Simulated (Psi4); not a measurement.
H₄BClO₂Si (SMILES OB(O)[SiH2]Cl), singlet, at a GFN2-xTB geometry, atoms displaced at random by about 0.08 Å a coordinate; PBE0/STO-3G, gradient (Psi4).

Input for Psi4:
```
memory 2 GB

molecule {
0 1
  Si   -0.84354012   -0.48617747   -0.23489188
  Cl   -1.46295533    1.40478395   -0.09259422
  B     0.99112786   -0.42677545    0.23075668
  O     1.85667942   -1.84027161    0.00069018
  O     1.93897674    0.43736395    0.31509468
  H    -1.42680168   -0.94585947   -1.49949519
  H    -1.63158937   -1.16095491    0.74755470
  H     1.45352319   -2.50609562   -0.25014450
  H     1.40594074    1.39605718    0.38474285
symmetry c1
no_reorient
no_com
}

set basis sto-3g

gradient('pbe0')
print_variables()
```

Output, abridged:

```
gradient() will perform analytic gradient computation.

   => Loading Basis Set <=

    Name: STO-3G
    Role: ORBITAL
    Keyword: BASIS

         ---------------------------------------------------------
                                   SCF
               by Justin Turney, Rob Parrish, Andy Simmonett
                          and Daniel G. A. Smith
                              RKS Reference
         ---------------------------------------------------------

  ==> Geometry <==

    Molecular point group: c1
    Full point group: C1

    Geometry (in Angstrom), charge = 0, multiplicity = 1:

       Center              X                  Y                   Z               Mass
    ------------   -----------------  -----------------  -----------------  -----------------
         SI          -0.843540120000    -0.486177470000    -0.234891880000    27.976926534650
         CL          -1.462955330000     1.404783950000    -0.092594220000    34.968852682000
         B            0.991127860000    -0.426775450000     0.230756680000    11.009305360000
         O            1.856679420000    -1.840271610000     0.000690180000    15.994914619570
         O            1.938976740000     0.437363950000     0.315094680000    15.994914619570
         H           -1.426801680000    -0.945859470000    -1.499495190000     1.007825032230
         H           -1.631589370000    -1.160954910000     0.747554700000     1.007825032230
         H            1.453523190000    -2.506095620000    -0.250144500000     1.007825032230
         H            1.405940740000     1.396057180000     0.384742850000     1.007825032230

  Running in c1 symmetry.

  Rotational constants: A =      0.20897  B =      0.05537  C =      0.04445 [cm^-1]
  Rotational constants: A =   6264.71830  B =   1660.02384  C =   1332.71561 [MHz]
  Nuclear repulsion =  264.470547711096401

  Charge       = 0
  Multiplicity = 1
  Electrons    = 56
  Nalpha       = 28
  Nbeta        = 28

  ==> Algorithm <==

  SCF Algorithm Type is DF.
  DIIS enabled.
  MOM disabled.
  Fractional occupation disabled.
  Guess Type is SAD.
  Energy threshold   = 1.00e-08
  Density threshold  = 1.00e-08
  Integral threshold = 1.00e-12

  ==> Primary Basis <==

  Basis Set: STO-3G
    Blend: STO-3G
    Number of shells: 23
    Number of basis functions: 37
    Number of Cartesian functions: 37
    Spherical Harmonics?: true
    Max angular momentum: 1

  ==> DFT Potential <==

   => LibXC <=

    Version 7.1.2
    S. Lehtola, C. Steigemann, M. J. T. Oliveira, and M. A. L. Marques,  SoftwareX 7, 1–5 (2018) (10.1016/j.softx.2017.11.002)

   => Composite Functional: PBE0 <=

    PBE0 Hyb-GGA Exchange-Correlation Functional

    C. Adamo and V. Barone,  J. Chem. Phys. 110, 6158 (1999) (10.1063/1.478522)
    M. Ernzerhof and G. E. Scuseria,  J. Chem. Phys. 110, 5029 (1999) (10.1063/1.478401)

    Deriv               =              1
    GGA                 =           TRUE
    Meta                =          FALSE

    Exchange Hybrid     =           TRUE
    MP2 Hybrid          =          FALSE

   => Exchange Functionals <=

    0.7500   Perdew, Burke & Ernzerhof

   => Exact (HF) Exchange <=

    0.2500               HF

   => Correlation Functionals <=

    1.0000   Perdew, Burke & Ernzerhof

   => LibXC Density Thresholds  <==

    XC_HYB_GGA_XC_PBEH:  1.00E-15

   => Molecular Quadrature <=

    Radial Scheme          =       TREUTLER
    Pruning Scheme         =           NONE
    Nuclear Scheme         =       TREUTLER

    Blocking Scheme        =         OCTREE
    BS radius alpha        =              1
    Pruning alpha          =              1
    Radial Points          =             75
    Spherical Points       =            302
    Total Points           =         189570
    Total Blocks           =           1479
    Max Points             =            256
    Max Functions          =             34
    Weights Tolerance      =       1.00E-15

   => Loading Basis Set <=

[...]
  @DF-RKS Final Energy:  -916.20087883974111
    Total Energy =                       -916.2008788397411081
[...]
         B            0.991127860000    -0.426775450000     0.230756680000    11.009305360000
         O            1.856679420000    -1.840271610000     0.000690180000    15.994914619570
         O            1.938976740000     0.437363950000     0.315094680000    15.994914619570
         H           -1.426801680000    -0.945859470000    -1.499495190000     1.007825032230
         H           -1.631589370000    -1.160954910000     0.747554700000     1.007825032230
         H            1.453523190000    -2.506095620000    -0.250144500000     1.007825032230
         H            1.405940740000     1.396057180000     0.384742850000     1.007825032230

  Nuclear repulsion =  264.470547711096401

  ==> Basis Set <==

  Basis Set: STO-3G
    Blend: STO-3G
    Number of shells: 23
    Number of basis functions: 37
    Number of Cartesian functions: 37
    Spherical Harmonics?: true
    Max angular momentum: 1

  ==> DFJKGrad: Density-Fitted SCF Gradients <==

    Gradient:                    1
    J tasked:                  Yes
    K tasked:                  Yes
    wK tasked:                  No
    Integrals threads:           1
    Schwarz Cutoff:          1E-12
    Fitting Condition:       1E-10

   => Auxiliary Basis Set <=

  Basis Set: (STO-3G AUX)
    Blend: DEF2-UNIVERSAL-JKFIT
    Number of shells: 175
    Number of basis functions: 557
    Number of Cartesian functions: 665
    Spherical Harmonics?: true
    Max angular momentum: 4

  ==> DFT Potential <==

   => LibXC <=

    Version 7.1.2
    S. Lehtola, C. Steigemann, M. J. T. Oliveira, and M. A. L. Marques,  SoftwareX 7, 1–5 (2018) (10.1016/j.softx.2017.11.002)

   => Composite Functional: PBE0 <=

    PBE0 Hyb-GGA Exchange-Correlation Functional

    C. Adamo and V. Barone,  J. Chem. Phys. 110, 6158 (1999) (10.1063/1.478522)
    M. Ernzerhof and G. E. Scuseria,  J. Chem. Phys. 110, 5029 (1999) (10.1063/1.478401)

    Deriv               =              1
    GGA                 =           TRUE
    Meta                =          FALSE

    Exchange Hybrid     =           TRUE
    MP2 Hybrid          =          FALSE

   => Exchange Functionals <=

    0.7500   Perdew, Burke & Ernzerhof

   => Exact (HF) Exchange <=

    0.2500               HF

   => Correlation Functionals <=

    1.0000   Perdew, Burke & Ernzerhof

   => LibXC Density Thresholds  <==

    XC_HYB_GGA_XC_PBEH:  1.00E-15

   => Molecular Quadrature <=

    Radial Scheme          =       TREUTLER
    Pruning Scheme         =           NONE
    Nuclear Scheme         =       TREUTLER

    Blocking Scheme        =         OCTREE
    BS radius alpha        =              1
    Pruning alpha          =              1
    Radial Points          =             75
    Spherical Points       =            302
    Total Points           =         189570
    Total Blocks           =           1479
    Max Points             =            256
    Max Functions          =             34
    Weights Tolerance      =       1.00E-15

  -Total Gradient:
     Atom            X                  Y                   Z
    ------   -----------------  -----------------  -----------------
       1        0.027758497083     0.042091902141     0.004675623063
       2        0.020268934755    -0.066822480102    -0.003369126991
       3       -0.051136001230     0.213593970847     0.057796117138
       4       -0.146347037570    -0.401618736449    -0.138844142339
       5       -0.001461230543    -0.136603903971    -0.022900715569
       6       -0.017583869581     0.001304766733    -0.002637093474
       7        0.002012265035     0.008997176455    -0.008398554648
       8        0.208708419463     0.292724115780     0.111010128027
       9       -0.042094761912     0.046330312947     0.002761014640

  Variable Map:
  ----------------------------------------------------------------------------
[...]
  Array Variable Map:
  ----------------------------------------------------------------------------
[...]
[...]
```
